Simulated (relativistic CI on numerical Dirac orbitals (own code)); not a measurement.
**Tl39+: q coefficients and field-shift factors**

These numbers are calculated, not measured: Dirac-Coulomb-Breit CI, separate exchange-only KLI orbitals for each configuration, derivatives by finite differences, unscaled Slater integrals, QED left out (own radial code, finite nucleus).

Configurations in the expansion (outside the closed core [Ar] 3d10): 4s²4p⁶4d⁶, 4s²4p⁶4d⁵4f, 4s²4p⁴4d⁸, 4s4p⁶4d⁷, 4p⁶4d⁸, 4s²4p⁶4d⁵5s, 4s²4p⁶4d⁴5s², 4s4p⁶4d⁶5s. Levels of other configurations are missing.

With x = (α/α₀)² − 1 an excitation energy changes as ω = ω₀ + qx; K = 2q/ω₀ is the relative enhancement. Terms are leading LS components, so labels can repeat. The field-shift factor is F = δν/δ⟨r²⟩ for the transition from the lowest level.

Lowest level 4s²4p⁶4d⁶ ³F4.

| Level | ω₀ (cm⁻¹) | q (cm⁻¹) | K | F (GHz/fm²) |
| --- | --- | --- | --- | --- |
| 4s²4p⁶4d⁶ ³P2 | 24675 | 2410 | 0.195 | -1.07 |
| 4s²4p⁶4d⁶ ³P0 | 85105 | 18860 | 0.443 | 0.988 |
| 4s²4p⁶4d⁶ ⁵D3 | 201280 | 236000 | 2.34 | 9.11 |
| 4s²4p⁶4d⁶ ⁵D4 | 210353 | 225800 | 2.15 | 9.19 |
| 4s²4p⁶4d⁶ ⁵D1 | 216692 | 237000 | 2.19 | 8.92 |
| 4s²4p⁶4d⁶ ³G5 | 243325 | 226800 | 1.86 | 9.45 |
| 4s²4p⁶4d⁶ ³H6 | 246918 | 226500 | 1.83 | 9.86 |
| 4s²4p⁶4d⁶ ³F2 | 261408 | 230800 | 1.77 | 7.85 |
| 4s²4p⁶4d⁶ ³D3 | 268584 | 232500 | 1.73 | 9.14 |
| 4s²4p⁶4d⁶ ³P0 | 300217 | 224000 | 1.49 | 8.38 |
| 4s²4p⁶4d⁶ ³P1 | 314890 | 238200 | 1.51 | 9.3 |
| 4s²4p⁶4d⁶ ³D2 | 316451 | 246100 | 1.56 | 9.85 |
| 4s²4p⁶4d⁶ ¹G4 | 318590 | 238100 | 1.49 | 10.1 |

At this charge energies of transitions that change n are usually good to better than 1 %, and those within a shell (Δn = 0) to a few per cent. Terms inside the open d or f shell come out 10 to 20 % too wide with unscaled integrals.
